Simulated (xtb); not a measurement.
CrO$_{4}$, charge -2, singlet, from a rough starting geometry (GFN-xTB shapes and energies of metal compounds can be far from the true ones); GFN2-xTB in xtb.

Input for xtb:
```
$ xtb mol.xyz --gfn 2 --chrg -2 --opt vtight --json

# file mol.xyz
5

Cr     0.06133343    -0.02200518    -0.00680127
O      1.02574312     0.61405418    -0.97236421
O      0.70343407    -0.79605546     1.23577209
O     -0.94988623    -1.04806287    -0.84583063
O     -0.87272835     1.17871507     0.64497904
```

**Question.** What does xtb print? Leave out banner, timings and long lists.

**Answer.** 
```
   ID    Z sym.   atoms
    1   24 Cr     1
    2    8 O      2-5

           -------------------------------------------------
          |                Calculation Setup                |
           -------------------------------------------------

           -------------------------------------------------
          |                 G F N 2 - x T B                 |
           -------------------------------------------------

          ...................................................
          :                      SETUP                      :
          :.................................................:
          :  # basis functions                  26          :
          :  # atomic orbitals                  25          :
          :  # shells                           11          :
          :  # electrons                        32          :
          :  max. iterations                   250          :
          :  Hamiltonian                  GFN2-xTB          :
          :  restarted?                      false          :
          :  GBSA solvation                  false          :
          :  PC potential                    false          :
          :  electronic temp.          300.0000000     K    :
          :  accuracy                    1.0000000          :
          :  -> integral cutoff          0.2500000E+02      :
          :  -> integral neglect         0.1000000E-07      :
          :  -> SCF convergence          0.1000000E-05 Eh   :
          :  -> wf. convergence          0.1000000E-03 e    :
          :  Broyden damping             0.4000000          :
          :  net charge                         -2          :
          :  unpaired electrons                  0          :
          ...................................................

 iter      E             dE          RMSdq      gap      omega  full diag
   1    -14.9450576 -0.149451E+02  0.218E+01    2.45       0.0  T
   2    -13.7139109  0.123115E+01  0.280E+01   18.01       1.0  T
   3    -16.9203085 -0.320640E+01  0.161E+01    7.41       1.0  T
   4    -17.5056438 -0.585335E+00  0.123E+01    2.93       1.0  T
   5    -18.4177852 -0.912141E+00  0.591E+00    3.64       1.0  T
   6    -18.3792658  0.385194E-01  0.650E+00    5.29       1.0  T
   7    -18.5790756 -0.199810E+00  0.385E+00    4.82       1.0  T
   8    -18.6613357 -0.822601E-01  0.150E+00    4.47       1.0  T
   9    -18.6659240 -0.458832E-02  0.124E+00    4.43       1.0  T
  10    -18.6620527  0.387138E-02  0.139E+00    4.44       1.0  T
  11    -18.6760047 -0.139521E-01  0.287E-01    4.29       1.0  T
  12    -18.6766093 -0.604565E-03  0.495E-02    4.24       1.0  T
  13    -18.6766026  0.672985E-05  0.513E-02    4.24       1.0  T
  14    -18.6765808  0.218299E-04  0.744E-02    4.26       1.0  T
  15    -18.6766116 -0.308671E-04  0.362E-02    4.26       1.2  T
  16    -18.6766210 -0.935409E-05  0.902E-03    4.25       5.0  T
  17    -18.6766214 -0.409275E-06  0.513E-03    4.25       8.7  T
  18    -18.6766216 -0.168953E-06  0.189E-03    4.25      23.6  T
  19    -18.6766216 -0.265887E-07  0.858E-05    4.25     521.0  T
  20    -18.6766216 -0.378790E-10  0.492E-05    4.25     909.5  T

   *** convergence criteria satisfied after 20 iterations ***

         :::::::::::::::::::::::::::::::::::::::::::::::::::::
         ::                     SUMMARY                     ::
         :::::::::::::::::::::::::::::::::::::::::::::::::::::
         :: total energy             -18.596643019625 Eh    ::
         :: gradient norm              0.143528141844 Eh/a0 ::
         :: HOMO-LUMO gap              4.252341636787 eV    ::
         ::.................................................::
         :: SCC energy               -18.676621289748 Eh    ::
         :: -> isotropic ES            0.668370183520 Eh    ::
         :: -> anisotropic ES         -0.001481290343 Eh    ::
         :: -> anisotropic XC         -0.000101424526 Eh    ::
[...]
 * total energy  :   -18.5966430 Eh     change       -0.1770317E-10 Eh
 * total energy  :   -18.6044606 Eh     change       -0.7817536E-02 Eh
 * total energy  :   -18.6087812 Eh     change       -0.4320619E-02 Eh
 * total energy  :   -18.6092559 Eh     change       -0.4746862E-03 Eh
 * total energy  :   -18.6093034 Eh     change       -0.4757825E-04 Eh
 * total energy  :   -18.6093146 Eh     change       -0.1112957E-04 Eh
 * total energy  :   -18.6093189 Eh     change       -0.4342682E-05 Eh
 * total energy  :   -18.6093198 Eh     change       -0.8414475E-06 Eh
 * total energy  :   -18.6093199 Eh     change       -0.1142540E-06 Eh
 * total energy  :   -18.6093199 Eh     change       -0.6061800E-08 Eh
   *** GEOMETRY OPTIMIZATION CONVERGED AFTER 10 ITERATIONS ***
         :: total energy             -18.609319877191 Eh    ::
[...]
         7        2.0000           -0.0530421              -1.4433
         8        2.0000           -0.0530397              -1.4433
         9        2.0000           -0.0507339              -1.3805
        10        2.0000           -0.0507329              -1.3805
        11        2.0000           -0.0123143              -0.3351
        12        2.0000           -0.0123097              -0.3350
        13        2.0000           -0.0123072              -0.3349
        14        2.0000            0.0004790               0.0130
        15        2.0000            0.0004802               0.0131
        16        2.0000            0.0004849               0.0132 (HOMO)
        17                          0.1619382               4.4066 (LUMO)
        18                          0.1619461               4.4068
        19                          0.2237245               6.0879
        20                          0.2237387               6.0882
        21                          0.2237441               6.0884
        22                          0.7583934              20.6369
        23                          0.9847317              26.7959
        24                          0.9847455              26.7963
        25                          0.9847934              26.7976
      -------------------------------------------------------------
                  HL-Gap            0.1614533 Eh            4.3934 eV
             Fermi-level            0.0812116 Eh            2.2099 eV

     #   Z          covCN         q      C6AA      α(0)
     1  24 Cr       2.964     0.673   152.951    31.994
     2   8 O        0.741    -0.668    27.930     7.082
     3   8 O        0.741    -0.668    27.930     7.082
     4   8 O        0.741    -0.668    27.930     7.082
     5   8 O        0.741    -0.668    27.930     7.082

 Mol. C6AA /au·bohr⁶  :       1043.698223
 Mol. C8AA /au·bohr⁸  :      42289.386105
 Mol. α(0) /au        :         60.323886

Wiberg/Mayer (AO) data.
largest (>0.10) Wiberg bond orders for each atom

 ---------------------------------------------------------------------------
     #   Z sym  total        # sym  WBO       # sym  WBO       # sym  WBO
 ---------------------------------------------------------------------------
     1  24 Cr   7.265 --     3 O    1.816     4 O    1.816     5 O    1.816
                             2 O    1.816
     2   8 O    2.144 --     1 Cr   1.816     5 O    0.109     4 O    0.109
                             3 O    0.109
     3   8 O    2.144 --     1 Cr   1.816     4 O    0.109     2 O    0.109
                             5 O    0.109
     4   8 O    2.144 --     1 Cr   1.816     2 O    0.109     5 O    0.109
                             3 O    0.109
     5   8 O    2.144 --     1 Cr   1.816     2 O    0.109     4 O    0.109
                             3 O    0.109
 ---------------------------------------------------------------------------

Topologies differ in total number of bonds
Writing topology from bond orders to xtbtopo.mol

molecular dipole:
                 x           y           z       tot (Debye)
 q only:        0.024       0.055      -0.042
   full:        0.024       0.055      -0.042       0.187
molecular quadrupole (traceless):
                xx          xy          yy          xz          yz          zz
 q only:        0.001      -0.001      -0.002       0.001       0.002       0.000
  q+dip:        0.001      -0.001      -0.002       0.001       0.002       0.001
   full:        0.001      -0.001      -0.002       0.001       0.002       0.001

optimized geometry written to: xtbopt.xyz

           -------------------------------------------------
          | TOTAL ENERGY              -18.609319877191 Eh   |
          | GRADIENT NORM               0.000056216779 Eh/α |
          | HOMO-LUMO GAP               4.393367984090 eV   |
           -------------------------------------------------

normal termination of xtb
```
